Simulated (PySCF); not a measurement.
A series of related molecules.

All values: PBE0/pcSseg-1 (PySCF) at GFN2-xTB geometries, gas phase, one conformer each.

Question: Rank by LUMO energy, highest first.
A. `C[P@](=O)(O)c1ccccc1F`
B. `CC[C@@H](C)[P@@](=O)(C=C)O`
C. `C[P@](=O)(O)c1ccccc1`
D. `O=[P@@](O)([C@@H](CC)C)C`

Answer: D (1.05 eV), B (-0.68 eV), C (-0.92 eV), A (-1.08 eV).

All values together:

```tsv
SMILES	change	formula	μ (D)	HOMO (eV)	LUMO (eV)	lowest IAO charge (e)	highest IAO charge (e)	lowest Hirshfeld charge (e)	highest Hirshfeld charge (e)
CC[C@@H](C)[P@@](C)(=O)O	parent	C5H13O2P	2.59	-7.58	1.05	-0.924 (O)	+1.684 (P)	-0.401 (O)	+0.486 (P)
C=C[P@@](=O)(O)[C@H](C)CC	CH3 replaced by vinyl	C6H13O2P	2.32	-7.75	-0.68	-0.917 (O)	+1.673 (P)	-0.386 (O)	+0.478 (P)
C[P@](=O)(O)c1ccccc1	sBu replaced by Ph	C7H9O2P	2.92	-7.72	-0.92	-0.920 (O)	+1.705 (P)	-0.405 (O)	+0.478 (P)
C[P@](=O)(O)c1ccccc1F	sBu replaced by 2-FC6H4	C7H8FO2P	2.50	-7.62	-1.08	-0.922 (O)	+1.714 (P)	-0.401 (O)	+0.475 (P)
CC(C)C[P@](C)(=O)O	sBu replaced by iBu	C5H13O2P	2.58	-7.70	1.00	-0.922 (O)	+1.697 (P)	-0.401 (O)	+0.487 (P)
```

Conformers: `[CH3:1][CH2:2][C@@H:3]([CH3:4])[P@@:5]([CH3:6])(=[O:7])[OH:8]` with C1–C2–C3–C4 174°, C2–C3–P5–C6 -61°, C3–P5–O8–H -125°; `[CH2:1]=[CH:2][P@@:3](=[O:4])([OH:5])[C@H:6]([CH3:7])[CH2:8][CH3:9]` with C1–C2–P3–O4 9°, C2–P3–O5–H -113°, C2–P3–C6–C7 174°, P3–C6–C8–C9 61°; `[CH3:1][P@:2](=[O:3])([OH:4])[c:5]1[cH:6][cH:7][cH:8][cH:9][cH:10]1` with C1–P2–O4–H 138°, C1–P2–C5–C6 -114°; `[CH3:1][P@:2](=[O:3])([OH:4])[c:5]1[cH:6][cH:7][cH:8][cH:9][c:10]1[F:11]` with C1–P2–O4–H 134°, C1–P2–C5–C6 -129°; `[CH3:1][CH:2]([CH3:3])[CH2:4][P@:5]([CH3:6])(=[O:7])[OH:8]` with C1–C2–C4–P5 -172°, C2–C4–P5–C6 59°, C4–P5–O8–H 127°.

Question: Give the shifts from the parent, `CC[C@@H](C)[P@@](C)(=O)O`.

Answer: 
```
                   SMILES  change in μ (D)  change in HOMO (eV)  change in LUMO (eV)
C=C[P@@](=O)(O)[C@H](C)CC            -0.27                -0.17                -1.73
     C[P@](=O)(O)c1ccccc1            +0.33                -0.14                -1.97
    C[P@](=O)(O)c1ccccc1F            -0.09                -0.04                -2.13
       CC(C)C[P@](C)(=O)O            -0.01                -0.12                -0.05
```
